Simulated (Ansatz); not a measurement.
Geometry optimisation, RKS LDA/def2-SVP in Ansatz 0.2.0.

input.yaml

```yaml
crystal:
  periodic: [false, false, false]
  atoms:
    - { symbol: Zr, position_ang: [-0.740756, 0.143646, -0.61445] }
    - { symbol: Cl, position_ang: [0.656897, -1.257485, 2.541104] }
    - { symbol: O, position_ang: [1.036648, 0.391031, 0.011944] }
    - { symbol: H, position_ang: [1.576333, 0.074076, 0.78255] }
    - { symbol: F, position_ang: [-1.089316, 1.074239, -2.228423] }
    - { symbol: "N", position_ang: [-1.059357, -1.805316, -0.942516] }
    - { symbol: H, position_ang: [-1.748976, -2.171693, -1.625354] }
    - { symbol: H, position_ang: [-0.604206, -2.603062, -0.448598] }
    - { symbol: Br, position_ang: [-2.371958, 0.98458, 1.322205] }
    - { symbol: H, position_ang: [-0.42531, -0.442115, 2.641538] }
basis:
  gaussian: { orbitals: def2-SVP }
hamiltonian:
  xc: lda
relax:
  f_tol: 0.03
  max_steps: 50
output:
  orbitals: {}
```

Run as:

```bash
$ ansatz run input.yaml --threads 4 --pin off --max-ram 5120MiB --backend cpu --events-out ev --progress --plain --runs-dir out
```

Where does it end, and by what steps?

The forces met the threshold. After 18 steps the energy has fallen by 0.368 eV; H4 moved furthest, 1.05 Å. Joined: Zr1–Cl2 (3.72 → 2.83 Å).

| step | energy less start (eV) | largest force component (eV/Å) | accepted |
| --- | --- | --- | --- |
| 0 | 0.0000 | 0.830 | yes |
| 1 | -0.1155 | 0.798 | yes |
| 2 | -0.1943 | 0.242 | yes |
| 3 | -0.1743 | 0.398 | no |
| 4 | -0.2133 | 0.136 | yes |
| 5 | -0.2237 | 0.174 | yes |
| 6 | -0.2472 | 0.155 | yes |
| 7 | -0.2767 | 0.172 | yes |
| 8 | -0.2751 | 0.388 | no |
| 9 | -0.2925 | 0.137 | yes |
| 10 | -0.3065 | 0.201 | yes |
| 11 | -0.3193 | 0.348 | yes |
| 12 | -0.3230 | 0.569 | yes |
| 13 | -0.3329 | 0.450 | yes |
| 14 | -0.3586 | 0.204 | yes |
| 15 | -0.3608 | 0.187 | yes |
| 16 | -0.3657 | 0.114 | yes |
| 17 | -0.3675 | 0.080 | yes |
| 18 | -0.3681 | 0.029 | yes |

```xyz
10
Properties=species:S:1:pos:R:3
Zr -0.570 0.030 -0.202
Cl -0.099 -1.375 2.206
O 1.274 0.488 -0.075
H 2.233 0.381 0.027
F -1.205 0.889 -1.759
N -0.976 -1.853 -0.767
H -1.377 -2.107 -1.681
H -0.749 -2.703 -0.236
Br -2.198 1.054 1.585
H -1.102 -0.416 2.343
```

Whether the end is a true minimum wasn't checked by a vibrational analysis.

Run time: 29 s on 4 threads of Arm Neoverse V2, on a shared host, peak memory 0.24 GiB.
